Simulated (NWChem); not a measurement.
Molecule: BaBr2; SMILES [Br][Ba][Br]

```xyz
3

Ba     0.0000     0.0000     0.6322
Br     2.7045     0.0000    -0.5058
Br    -2.7045     0.0000    -0.5058
```
Atoms are numbered in this order, from 1.

All runs use the structure optimised with PBE0/def2-SVP. def2 effective core potentials on Ba; no spin-orbit coupling.

Symmetry labels are those of C2v in the frame above (b1 and b2, or b-type labels, depend on it).

Task: List the 6 lowest vertical singlet excitations from B3LYP/def2-SVP with def2 effective core potentials on Ba, TDA (NWChem).

Result: 
```tsv
state	energy (eV)	oscillator strength	symmetry	leading excitation (squared amplitude)
S1	3.63	0.004	b1	HOMO → LUMO (1.00)
S2	3.75	0.036	b2	HOMO−1 → LUMO (1.00)
S3	3.79	0.010	a1	HOMO−2 → LUMO (0.99)
S4	3.88	0.000	a2	HOMO−3 → LUMO (0.99)
S5	3.99	0.019	b1	HOMO−4 → LUMO (0.99)
S6	4.43	0.003	b1	HOMO → LUMO+1 (0.99)
```
